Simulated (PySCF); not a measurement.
**TDDFT excited states: C2H8Ge2**

Compound: C2H8Ge2.
Z-matrix (Å and degrees, PBE0-D3(BJ)/def2-SVP geometry), rows numbered from 1:
```
C 
C   1  1.3353
Ge  2  1.9443  1  124.36
Ge  3  2.4202  2  111.05  1     4.65
H   1  1.0959  2  121.84  3   179.82
H   1  1.0963  2  122.31  3    -0.21
H   2  1.0976  1  118.59  3  -179.83
H   3  1.5442  2  109.65  1  -116.82
H   3  1.5438  2  109.53  1   126.08
H   4  1.5407  3  111.12  2   -60.08
H   4  1.5400  3  109.95  2  -179.96
H   4  1.5406  3  110.87  2    60.22
```

The calculation used PySCF 2.14.0, density-fitted response routines, TDDFT PBE0/def2-SVPD, vertical, gas phase, core orbitals frozen in the response. Relativistic effects, spin–orbit coupling among them, are left out although an element past zinc is present.

| state | E (eV) | E (kJ/mol) | λ (nm) | f | \|μ\| (D) | main configurations (H = HOMO, L = LUMO) |
| --- | --- | --- | --- | --- | --- | --- |
| S1 | 6.30 | 608 | 196.7 | 0.0020 | 0.29 | H-1→L (62%), H→L (26%), H-2→L (10%) |
| S2 | 6.92 | 667 | 179.3 | 0.013 | 0.71 | H-2→L (72%), H→L (10%) |
| S3 | 7.03 | 678 | 176.4 | 0.194 | 2.70 | H→L+1 (35%), H→L (31%), H-1→L (18%) |
| S4 | 7.08 | 684 | 175.0 | 0.0020 | 0.27 | H→L+2 (76%), H→L+3 (8%) |
| S5 | 7.17 | 692 | 172.9 | 0.038 | 1.19 | H→L+1 (47%), H-1→L+1 (38%) |
| S6 | 7.20 | 694 | 172.3 | 0.025 | 0.95 | H-1→L+2 (65%), H-1→L+1 (19%) |

The lowest singlet lies at 6.30 eV (197 nm, vacuum ultraviolet) and is very weak; its leading configuration is HOMO-1→LUMO (62%). The most intense listed level is S3 at 7.03 eV (176 nm, f = 0.194), 0.73 eV above S1. Löwdin shares by element: HOMO carbon 56%, germanium 24% (atoms not listed hold the other 20%); LUMO carbon 70%, germanium 9% or more, hydrogen 5% or more (atoms not listed hold the other 16%). The listed states span 0.89 eV, and the widest gap between neighbours is 0.61 eV (S1 to S2). Orbital energies (eV): HOMO-3 -9.31, HOMO-2 -8.90, HOMO-1 -8.05, HOMO -7.95, LUMO -0.42, LUMO+1 0.14, LUMO+2 0.31. Of the 6 states listed, 4 reach f = 0.01 and none stays under 0.0005. The window holds the lowest 6 singlets.

One conformer stands for the species.
